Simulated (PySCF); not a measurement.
# Molecular orbitals of SnI⁻

PBE0 at R = 2.933 Å; Sn def2-TZVPPD with ECP28, I def2-TZVPPD with ECP28; scalar-relativistic core potentials (PySCF 2.14). State: ³Σ⁻ (triplet), unpaired electrons π ↑↑. Only the outer orbitals are listed, counted within each symmetry, core potentials removing the inner ones.

```
spin  orbital  occ.  ε (eV)  on Sn (%)           main shells (%)
   α       7σ     1  -13.80          4                    96 I s
   α       8σ     1   -7.43         89            89 Sn s, 9 I p
   α       9σ     1   -3.03         32   67 I p, 22 Sn p, 8 Sn s
   α       5π     1   -2.85          7                    93 I p
   α       5π     1   -2.85          7                    93 I p
   α       6π     1   -0.07         93                   92 Sn p
   α       6π     1   -0.07         93                   92 Sn p
   α      10σ     0    2.73         61           60 Sn p, 41 I p
   β       7σ     1  -13.75          3                    97 I s
   β       8σ     1   -6.15         80           79 Sn s, 18 I p
   β       9σ     1   -2.73         36  63 I p, 19 Sn s, 17 Sn p
   β       5π     1   -2.70          2                    98 I p
   β       5π     1   -2.70          2                    98 I p
   β       6π     0    2.75         85            83 Sn p, 8 I p
   β       6π     0    2.75         85            83 Sn p, 8 I p
   β      10σ     0    3.03         52           84 I p, 58 Sn p
```

Q: Which are the highest filled and the lowest empty level, where do they sit, and how wide is the gap?

A: Highest filled α 6π at -0.07 eV (in %: 92 Sn p); lowest empty α 10σ at 2.73 eV (in %: 60 Sn p, 41 I p); the gap at PBE0 is 2.80 eV. An empty level above zero is unbound, and its energy depends on the basis.

```json
{"bond order (Mayer)": "0.79", "⟨S²⟩": "2.005", "charge on Sn (Mulliken, basis-dependent)": "-0.49", "charge on Sn (Löwdin, basis-dependent)": "-0.46", "dipole moment (positive dipole points towards I; it is taken about the centre of mass and depends on that origin)": "0.49 D", "polarisability along the bond": "169.4 bohr³", "polarisability across the bond": "133.6 bohr³"}
```

Spin–orbit coupling is left out. The state was picked by a PBE0 search and need not be the measured ground state.
